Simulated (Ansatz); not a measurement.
`[CH3][SnH2][SiH2]F` + CH₄ → `C[SiH2][SnH2][CH3]` + H–F  (formal exchange of groups at the Si–F bond)

Computed with Ansatz on PBE0-D4/def2-TZVP structures; ΔE is electronic, products minus reactants. CBS: MP2 limit from def2 TZ/QZ plus the TZ coupled-cluster correction, frozen cores. This one scheme is used for every species. DFT in def2-TZVPP. B3LYP here is the variant with VWN-RPA as its local correlation; programs differ in this. Elements past krypton have def2 core potentials. For Sn outer-core shells are correlated without core-valence functions, which leaves a few kJ/mol of doubt a bond. Each species was taken in one conformer, which may not be the lowest.

```tsv
level	ΔE (kcal/mol)
B3LYP-D4	31.7
ωB97X-V	31.1
PBE0	29.3
SCS-MP2/def2-TZVPP	31.0
CCSD/def2-TZVPP	30.4
MP2/def2-QZVPP	29.3
SCS-MP2/def2-QZVPP	31.1
CCSD/CBS(def2)	30.3
```

What does CCSD(T)/CBS give? (Estimate.)

The calculation gave: +29.5 kcal/mol. The listed levels differ from it by 2.2, 1.6, -0.2, 1.5, 0.9, -0.2, 1.6, 0.8 kcal/mol.

Largest T1 diagnostic among the species: 0.012.

In def2-TZVPP, CCSD(T) changes the Hartree–Fock value by −6.6 kcal/mol (the triples alone add −0.8 kcal/mol) and MP2 by −7.0 kcal/mol. The D4 term adds −1.9 kcal/mol with B3LYP and −1.1 kcal/mol with PBE0; it sums over pairs of atoms, weighted by their polarisabilities, and B3LYP, whose exchange is more repulsive, gets the larger term.
